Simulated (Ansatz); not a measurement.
K₂F₂⁺. The state is a doublet with charge 1. Geometry PBE0-D4/def2-TZVP; atoms count from 1.

```xyz
4

K     1.977   -1.196   -0.149
K    -1.977    1.196    0.149
F     0.151    0.361   -0.892
F    -0.151   -0.361    0.892
```

In the charge 1 doublet, F3 and F4 lie 1.95 Å apart (atoms count from 1), so these atoms are partly bonded to each other. The structure comes from a short search, and lower isomers may exist.

Q: Estimate the Mulliken populations from the PBE0/def2-TZVP orbitals of Ansatz.

A: 
```csv
atom,charge (e),spin (α − β)
K1,0.91,0.00
K2,0.91,0.00
F3,-0.41,0.50
F4,-0.41,0.50
```
Mulliken values and Mayer orders depend strongly on the basis.

Q: Where does the spin sit?

A: Summed by element: K -0.01, F 1.01, of 1 unpaired in all. Largest on single atoms: F3 0.50, F4 0.50, K1 0.00.
